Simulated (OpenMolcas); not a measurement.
Cu2+ (d9) on a cation site of an ionic host was computed by CASSCF with the d shell active (OpenMolcas, ANO-RCC-VTZP on the metal). Its lowest spin-free states, and all those of the highest spin:

| 2S+1 | Degeneracy | E (cm-1) |
| --- | --- | --- |
| 2 | 2 | 0.0 |
| 2 | 3 | 5319 |

**Question.** Is the site octahedral, tetrahedral or cube-like, axial, or of lower symmetry?

**Answer.** The states with 2S+1 = 2 have orbital degeneracies 2, 3. Threefold states need a cubic site. For d9 at this spin an octahedron puts the twofold E below the threefold T2 and a tetrahedron or cube puts the threefold T2 below the twofold E, so the site is octahedral. The first gap at this spin, 5320 cm-1, is |10Dq| in ligand-field theory. The run had Cu2+ with its 6 nearest fluoride ions at 2.035 Å, on the Zn site of KZnF3 (a = 4.054 Å, distance in the model lattice 2.027 Å). The rest of the host is ab initio model potentials to 7.6 Å, with orthogonalisation functions on the cations behind the ligands, and point charges beyond; the distance is set by hand and nothing relaxes. Ligand basis ANO-RCC-VDZP.

An orbital doublet at a regular site is open to a Jahn-Teller distortion, which this geometry leaves out. Ligand-to-metal charge-transfer states are missing. With metal d orbitals alone and no dynamic correlation 10Dq can be off by a tenth to a fifth, either way, in oxide and fluoride hosts. No measured value stands beside these numbers; the geometry was set by hand and not optimised.
